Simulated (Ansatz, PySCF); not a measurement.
Gas-phase reaction in SMILES: ClC(Cl)Cl → Cl[C](Cl)Cl + H atom (the C-H bond at the site shown breaks; other sites are not compared here)
Geometries: B3LYP-D3(BJ)/def2-TZVP minima from Ansatz (an electronic-structure program).

Property: bond dissociation energy (electronic energy difference), in kcal/mol. Correlated levels leave the core frozen unless marked. UHF or UKS for open shells. No spin-orbit coupling. No relativistic terms. CBS(X,Y): correlation extrapolated as X^-3; Hartree-Fock from the larger set. The bracket is a focal-point correction in the basis named.

RI-MP2/CBS(cc-pV(T+d)Z,cc-pV(Q+d)Z)+[CCSD(T)-MP2]/cc-pV(T+d)Z (Ansatz) gives 100.9 kcal/mol.

Task: Another calculation gave 76.4 kcal/mol. Which level was it?
(A) M06-2X/def2-TZVPD (PySCF)
(B) r2SCAN/def2-TZVPD (Ansatz)
(C) HF/def2-TZVPD (PySCF)
(D) SVWN5/def2-TZVPD (Ansatz)

Result: C, HF/def2-TZVPD (PySCF). The others give 92.9 (r2SCAN), 102.6 (SVWN5), 98.7 (M06-2X) kcal/mol.
